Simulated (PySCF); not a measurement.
## Ag (silver, neutral): UHF calculation

Configuration: [Kr] 4d10 5s1, 2S determinant. Calculation: PySCF 2.14, in x2c-TZVPPall with one added diffuse shell each of s, p, d, f type (9s7p7d3f1g, 95 functions); scalar relativity by spin-free X2C-1e.

```json
{"Total energy": "-5312.812324 hartree", "One-electron energy": "-7330.3157 hartree", "Hartree (Coulomb) energy": "2165.7064 hartree", "Exchange energy": "-148.2030 hartree", "⟨S²⟩": "0.7519", "⟨L²⟩": "0.000", "Sum of ⟨r⟩": "32.62 bohr", "Sum of ⟨r²⟩": "49.17 bohr²", "Langevin diamagnetic susceptibility": "-38.9 ×10⁻⁶ cm³/mol"}
```

```tsv
shell	electrons	mean orbital energy (hartree)	rms radius, mean of both spins (bohr)
1s α	1	-942.41833	0.0357
1s β	1	-942.41686	0.0357
2s α	1	-141.90934	0.146
2s β	1	-141.90891	0.146
2p β	3	-127.09570	0.130
2p α	3	-127.09488	0.130
3s α	1	-27.36840	0.392
3s β	1	-27.36590	0.392
3p α	3	-22.37024	0.394
3p β	3	-22.36993	0.394
3d β	5	-14.47774	0.376
3d α	5	-14.47655	0.376
4s α	1	-4.27226	0.980
4s β	1	-4.26988	0.980
4p β	3	-2.74526	1.08
4p α	3	-2.74186	1.08
4d α	5	-0.51283	1.53
4d β	5	-0.51031	1.53
5s α	1	-0.23833	3.72
```

Densities and radii are taken from the X2C orbitals without a picture-change correction, which distorts them close to the nucleus.

Spin-orbit constants ζ (cm⁻¹) from the X2C one-electron operator on these orbitals: bare nucleus, nucleus screened by l(l+1)(2l+1)/3 electrons, and screened by the Breit-Pauli mean field of the electrons.

| shell | bare | screened nucleus | mean field |
| --- | --- | --- | --- |
| 2p | 944100 | 903900 | n/a |
| 3p | 168900 | 161700 | n/a |
| 3d | 24890 | 19600 | n/a |
| 4p | 25480 | 24400 | n/a |
| 4d | 2166 | 1705 | n/a |
